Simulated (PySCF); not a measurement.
Ionisation energy of Cd²⁺ by level of theory

Cd²⁺ [Kr] 4d10 (1S) → Cd³⁺ [Kr] 4d9 (2D), as a difference of total energies. Computed with PySCF 2.14 in x2c-SVPall (6s6p5d1f, 56 functions), with scalar relativity by spin-free X2C-1e. Correlated levels: valence: [Kr] frozen. The calculations carry no spin-orbit coupling.

| method | ionisation energy (eV) | difference from reference (eV) |
| --- | --- | --- |
| UHF | 35.977 | -1.491 |
| B3LYP | 37.824 | +0.356 |
| r2SCAN | 37.726 | +0.258 |
| MP2 (valence) | 37.437 | -0.031 |
| SCS-MP2 (valence) | 37.268 | -0.200 |

Reference: 37.468 ± 0.006 eV (measured; NIST Atomic Spectra Database, ionization energies).

The reference lies between the lowest fine-structure levels, while these numbers refer to the centres of the terms.

Errors of the correlated levels include the incompleteness of this basis and the frozen core.
